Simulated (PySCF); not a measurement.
PySCF input for C6H7, SMILES [C]1=CCCC=C1, multiplicity 2, TDA-PBE/def2-SVPD. Geometry optimised at PBE-D3(BJ)/def2-SVP. The isomer is the one that the SMILES or the coordinates give; other isomers of the formula were not compared. One conformer was computed; it need not be the lowest.

```python
import numpy as np
from pyscf import gto, scf, dft, tdscf

mol = gto.M(
    atom='''
    C     0.61531552   -1.24232849    0.44264142
    C    -0.71934156   -1.25194015    0.37232428
    C    -1.36029837   -0.04865849   -0.32318267
    C    -0.54277698    1.23106825   -0.07072153
    C     0.94347279    1.02270442   -0.25174853
    C     1.50211641   -0.19371195    0.00717305
    H    -1.35024314   -2.07654536    0.74382021
    H    -1.41421945   -0.25656330   -1.41899504
    H    -2.40620923    0.08865675    0.01911389
    H    -0.90506870    2.05056672   -0.72429080
    H    -0.71543509    1.58136433    0.97728324
    H     1.57607960    1.87608944   -0.54849106
    H     2.58416925   -0.36637022   -0.10735644
    ''',
    basis='def2-SVPD',
    charge=0,
    spin=1,
    max_memory=1600,
    verbose=4,
)
mf = dft.UKS(mol, xc='pbe').density_fit(auxbasis='def2-universal-jkfit')
mf.grids.level = 3
mf.conv_tol = 1e-9
mf.max_cycle = 100
mf.kernel()
fine, coarse = mf.grids, dft.Grids(mol).set(level=1).build(with_non0tab=True)
for _ in range(3):  # follow internal instabilities
    mf.grids = coarse
    mo, _, stable, _ = mf.stability(return_status=True, nroots=4)
    mf.grids = fine
    if stable:
        break
    mf.kernel(mf.make_rdm1(mo, mf.mo_occ))
mf.grids = dft.Grids(mol).set(level=1).build(with_non0tab=True)  # coarser grid for the response kernel
td = tdscf.TDA(mf)
td.nstates = 10
td.conv_tol = 1e-4
td.positive_eig_threshold = 1e-6
td.kernel(x0=td.get_init_guess(mf, 15))
td.analyze()
```

It prints:

```
PySCF version 2.14.0

[INPUT] verbose = 4
[INPUT] num. atoms = 13
[INPUT] num. electrons = 43
[INPUT] charge = 0
[INPUT] spin (= nelec alpha-beta = 2S) = 1
[INPUT] symmetry False subgroup None
[INPUT] Mole.unit = angstrom
[INPUT] Symbol           X                Y                Z      unit          X                Y                Z       unit  Magmom
[INPUT]  1 C      0.615315520000  -1.242328490000   0.442641420000 AA    1.162777812994  -2.347660602844   0.836471055189 Bohr   0.0
[INPUT]  2 C     -0.719341560000  -1.251940150000   0.372324280000 AA   -1.359358538417  -2.365824007847   0.703590918726 Bohr   0.0
[INPUT]  3 C     -1.360298370000  -0.048658490000  -0.323182670000 AA   -2.570591366992  -0.091951219735  -0.610726734506 Bohr   0.0
[INPUT]  4 C     -0.542776980000   1.231068250000  -0.070721530000 AA   -1.025699838919   2.326381833148  -0.133644322810 Bohr   0.0
[INPUT]  5 C      0.943472790000   1.022704420000  -0.251748530000 AA    1.782905179079   1.932631260182  -0.475735773962 Bohr   0.0
[INPUT]  6 C      1.502116410000  -0.193711950000   0.007173050000 AA    2.838588622115  -0.366062532555   0.013555099978 Bohr   0.0
[INPUT]  7 H     -1.350243140000  -2.076545360000   0.743820210000 AA   -2.551589736173  -3.924102015636   1.405616482816 Bohr   0.0
[INPUT]  8 H     -1.414219450000  -0.256563300000  -1.418995040000 AA   -2.672487440533  -0.484834370615  -2.681511997716 Bohr   0.0
[INPUT]  9 H     -2.406209230000   0.088656750000   0.019113890000 AA   -4.547076443101   0.167536976594   0.036120017275 Bohr   0.0
[INPUT] 10 H     -0.905068700000   2.050566720000  -0.724290800000 AA   -1.710331966916   3.875009500948  -1.368711246542 Bohr   0.0
[INPUT] 11 H     -0.715435090000   1.581364330000   0.977283240000 AA   -1.351976380004   2.988345486856   1.846797669728 Bohr   0.0
[INPUT] 12 H      1.576079600000   1.876089440000  -0.548491060000 AA    2.978358794514   3.545295226789  -1.036497885172 Bohr   0.0
[INPUT] 13 H      2.584169250000  -0.366370220000  -0.107356440000 AA    4.883372142023  -0.692339375997  -0.202874269308 Bohr   0.0

nuclear repulsion = 208.612107213263
number of shells = 76
number of NR pGTOs = 250
number of NR cGTOs = 176
basis = def2-SVPD
ecp = {}


[settings echo left out]
init E= -232.666780154603
  alpha nocc = 22  HOMO = -0.223030480959602  LUMO = -0.132588916860577
  beta  nocc = 21  HOMO = -0.266411538867334  LUMO = -0.223030480959602

WARN: HOMO -0.223030480959602 >= LUMO -0.223030480959602

cycle= 1 E= -232.205623418769  delta_E= 0.461  |g|= 0.312  |ddm|= 4.88
  alpha nocc = 22  HOMO = -0.123970769405267  LUMO = -0.00318846368883818
  beta  nocc = 21  HOMO = -0.121505023632669  LUMO = -0.0632082412481938
  HOMO = -0.121505023633  LUMO = -0.0632082412482  gap/eV = 1.58634
cycle= 2 E= -232.126678345442  delta_E= 0.0789  |g|= 0.493  |ddm|= 2.15
  alpha nocc = 22  HOMO = -0.185453884304131  LUMO = -0.0644199981659113
  beta  nocc = 21  HOMO = -0.19282688728347  LUMO = -0.116014850019471
  HOMO = -0.185453884304  LUMO = -0.116014850019  gap/eV = 1.88953
cycle= 3 E= -232.262543281429  delta_E= -0.136  |g|= 0.0758  |ddm|= 1.35
  alpha nocc = 22  HOMO = -0.193314432259877  LUMO = -0.0686422088030438
  beta  nocc = 21  HOMO = -0.194759409438541  LUMO = -0.12092102413869
  HOMO = -0.19331443226  LUMO = -0.120921024139  gap/eV = 1.96992
cycle= 4 E= -232.26367136661  delta_E= -0.00113  |g|= 0.0606  |ddm|= 0.282
  alpha nocc = 22  HOMO = -0.190957742870716  LUMO = -0.0661934272217417
  beta  nocc = 21  HOMO = -0.194053651311329  LUMO = -0.116559464552736
  HOMO = -0.190957742871  LUMO = -0.116559464553  gap/eV = 2.02448
cycle= 5 E= -232.265842377388  delta_E= -0.00217  |g|= 0.0117  |ddm|= 0.129
  alpha nocc = 22  HOMO = -0.190480043375061  LUMO = -0.0655446132187842
  beta  nocc = 21  HOMO = -0.1932701996871  LUMO = -0.114164950662161
  HOMO = -0.190480043375  LUMO = -0.114164950662  gap/eV = 2.07664
cycle= 6 E= -232.265916483215  delta_E= -7.41e-05  |g|= 0.00645  |ddm|= 0.0319
  alpha nocc = 22  HOMO = -0.191063494186346  LUMO = -0.0657550746934485
  beta  nocc = 21  HOMO = -0.193544565918099  LUMO = -0.114627360959978
  HOMO = -0.191063494186  LUMO = -0.11462736096  gap/eV = 2.07993
cycle= 7 E= -232.265940775695  delta_E= -2.43e-05  |g|= 0.00301  |ddm|= 0.0214
  alpha nocc = 22  HOMO = -0.191084539962378  LUMO = -0.0658142512821214
  beta  nocc = 21  HOMO = -0.193664124537338  LUMO = -0.114238340564354
  HOMO = -0.191084539962  LUMO = -0.114238340564  gap/eV = 2.09109
cycle= 8 E= -232.265947964388  delta_E= -7.19e-06  |g|= 0.00186  |ddm|= 0.00835
  alpha nocc = 22  HOMO = -0.19110110235303  LUMO = -0.0657057299660124
  beta  nocc = 21  HOMO = -0.193614333617114  LUMO = -0.11407804531276
  HOMO = -0.191101102353  LUMO = -0.114078045313  gap/eV = 2.09590
cycle= 9 E= -232.265951756799  delta_E= -3.79e-06  |g|= 0.000455  |ddm|= 0.00693
  alpha nocc = 22  HOMO = -0.191111405265772  LUMO = -0.0656825093555415
  beta  nocc = 21  HOMO = -0.193645301832958  LUMO = -0.114034737458346
  HOMO = -0.191111405266  LUMO = -0.114034737458  gap/eV = 2.09736
cycle= 10 E= -232.265952366532  delta_E= -6.1e-07  |g|= 0.000186  |ddm|= 0.00375
  alpha nocc = 22  HOMO = -0.191106325386974  LUMO = -0.0656787797813831
  beta  nocc = 21  HOMO = -0.193643022457886  LUMO = -0.114025075853873
  HOMO = -0.191106325387  LUMO = -0.114025075854  gap/eV = 2.09749
cycle= 11 E= -232.26595243209  delta_E= -6.56e-08  |g|= 0.00015  |ddm|= 0.00146
  alpha nocc = 22  HOMO = -0.191126431465151  LUMO = -0.0656845641829831
  beta  nocc = 21  HOMO = -0.193656241658867  LUMO = -0.114047255058058
  HOMO = -0.191126431465  LUMO = -0.114047255058  gap/eV = 2.09743
cycle= 12 E= -232.26595244699  delta_E= -1.49e-08  |g|= 7.38e-05  |ddm|= 0.000575
  alpha nocc = 22  HOMO = -0.191119201854245  LUMO = -0.0656752221447263
  beta  nocc = 21  HOMO = -0.193646261623339  LUMO = -0.114039286214306
  HOMO = -0.191119201854  LUMO = -0.114039286214  gap/eV = 2.09745
cycle= 13 E= -232.265952450511  delta_E= -3.52e-09  |g|= 5.44e-05  |ddm|= 0.000289
  alpha nocc = 22  HOMO = -0.191119800194552  LUMO = -0.065675621762209
  beta  nocc = 21  HOMO = -0.193649089382025  LUMO = -0.114039913657746
  HOMO = -0.191119800195  LUMO = -0.114039913658  gap/eV = 2.09745
cycle= 14 E= -232.265952452273  delta_E= -1.76e-09  |g|= 3.22e-05  |ddm|= 0.000201
  alpha nocc = 22  HOMO = -0.191121458082551  LUMO = -0.0656767814541115
  beta  nocc = 21  HOMO = -0.193649328260674  LUMO = -0.114040364960441
  HOMO = -0.191121458083  LUMO = -0.11404036496  gap/eV = 2.09748
cycle= 15 E= -232.265952452788  delta_E= -5.14e-10  |g|= 1.68e-05  |ddm|= 8.63e-05
  alpha nocc = 22  HOMO = -0.191122009981687  LUMO = -0.065675284837865
  beta  nocc = 21  HOMO = -0.193648612065114  LUMO = -0.114042272400336
  HOMO = -0.191122009982  LUMO = -0.1140422724  gap/eV = 2.09745
Extra cycle  E= -232.265952451984  delta_E= 8.04e-10  |g|= 4.09e-05  |ddm|= 0.000112
converged SCF energy = -232.265952451984  <S^2> = 0.76099258  2S+1 = 2.0109625
tot grids = 48384
uhf_internal: lowest eigs of H = [0.94030097 0.95339801 0.9553126  0.9625425 ]
<class 'pyscf.df.df_jk.DFUKS'> wavefunction is stable in the internal stability analysis
tot grids = 48384
Overwritten attributes  positive_eig_threshold  of <class 'pyscf.tdscf.uks.TDA'>


******** <class 'pyscf.tdscf.uks.TDA'> for <class 'pyscf.df.df_jk.DFUKS'> ********
nstates = 10
deg_eia_thresh = 1.000e-03
wfnsym = None
conv_tol = 0.0001
eigh lindep = 1e-12
eigh level_shift = 0
eigh max_cycle = 100


Excitation energies (eV)
[2.06785015 2.79917377 3.38389899 4.29885813 4.74761453 4.86587154
 5.03102257 5.30501779 5.41194102 5.56484971]

** Excitation energies and oscillator strengths **
Excited State   1:      2.06785 eV    599.58 nm  f=0.0023
      22a ->   23a     -0.17634
      21b ->   22b     -0.98005
Excited State   2:      2.79917 eV    442.93 nm  f=0.0006
      21a ->   23a      0.47214
      22a ->   23a     -0.50637
      21b ->   22b      0.11590
      21b ->   23b      0.69971
Excited State   3:      3.38390 eV    366.39 nm  f=0.0040
      21a ->   23a      0.67490
      22a ->   23a      0.71560
      21b ->   22b     -0.10355
Excited State   4:      4.29886 eV    288.41 nm  f=0.0042
      22a ->   23a     -0.14211
      20b ->   22b      0.95035
      21b ->   23b     -0.20326
Excited State   5:      4.74761 eV    261.15 nm  f=0.1331
      17a ->   23a      0.12622
      21a ->   23a     -0.52514
      22a ->   23a      0.37774
      17b ->   23b      0.12445
      20b ->   22b      0.20785
      21b ->   23b      0.62955
Excited State   6:      4.86587 eV    254.80 nm  f=0.0014
      19b ->   22b     -0.99069
Excited State   7:      5.03102 eV    246.44 nm  f=0.0002
      20a ->   23a      0.53312
      21a ->   24a      0.18629
      21a ->   25a      0.20559
      21a ->   27a      0.12093
      22a ->   24a     -0.19106
      22a ->   25a     -0.18041
      20b ->   22b     -0.11358
      20b ->   23b     -0.59949
      21b ->   24b      0.21612
      21b ->   25b      0.17064
      21b ->   26b     -0.11889
      21b ->   27b      0.10603
      21b ->   28b      0.14704
Excited State   8:      5.30502 eV    233.71 nm  f=0.0006
      20a ->   23a     -0.16635
      22a ->   24a     -0.95412
      20b ->   23b      0.14556
      21b ->   24b      0.16233
Excited State   9:      5.41194 eV    229.09 nm  f=0.0011
      20a ->   23a      0.10705
      21a ->   24a     -0.23973
      22a ->   24a     -0.20948
      20b ->   23b     -0.18432
      21b ->   24b     -0.91789
Excited State  10:      5.56485 eV    222.80 nm  f=0.0075
      20a ->   23a      0.16531
      21a ->   24a     -0.92494
      18b ->   22b      0.20070
      21b ->   24b      0.25912

** Transition electric dipole moments (AU) **
state          X           Y           Z        Dip. S.      Osc.
  1        -0.0170     -0.2064     -0.0509      0.0455      0.0023
  2         0.0109      0.0923      0.0139      0.0088      0.0006
  3        -0.0418     -0.2142     -0.0134      0.0478      0.0040
  4         0.0646      0.1724      0.0793      0.0402      0.0042
  5        -0.5589     -0.8990      0.1527      1.1439      0.1331
  6         0.0047     -0.1077      0.0198      0.0120      0.0014
  7         0.0234     -0.0320     -0.0142      0.0018      0.0002
  8         0.0517     -0.0418     -0.0092      0.0045      0.0006
  9        -0.0866      0.0134     -0.0304      0.0086      0.0011
 10         0.1908     -0.1347      0.0217      0.0550      0.0075

** Transition velocity dipole moments (imaginary part, AU) **
state          X           Y           Z        Dip. S.      Osc.
  1        -0.0013      0.0267     -0.0019      0.0007      0.0063
  2        -0.0016     -0.0059      0.0007      0.0000      0.0002
  3        -0.0048      0.0196     -0.0135      0.0006      0.0032
  4        -0.0098     -0.0120     -0.0003      0.0002      0.0010
  5         0.0372      0.0561      0.0055      0.0046      0.0174
  6        -0.0113     -0.0043     -0.0044      0.0002      0.0006
  7         0.0055     -0.0077      0.0039      0.0001      0.0004
  8         0.0114     -0.0134      0.0040      0.0003      0.0011
  9        -0.0027      0.0044     -0.0025      0.0000      0.0001
 10         0.0228     -0.0215      0.0107      0.0011      0.0036

** Transition magnetic dipole moments (imaginary part, AU) **
state          X           Y           Z
  1         0.2128      0.1541      0.0634
  2        -0.0259     -0.0357     -0.0379
  3        -0.2659     -0.0855      0.1086
  4        -0.2861     -0.1588     -0.0935
  5        -0.2741      0.1352      1.2740
  6         0.0011      0.1542      0.6917
  7         0.0324     -0.0148     -0.1182
  8         0.0146     -0.1648     -0.1084
  9         0.1394     -0.1236      0.0624
 10        -0.2382      0.0699     -0.0473
```

Self-consistency was reached.
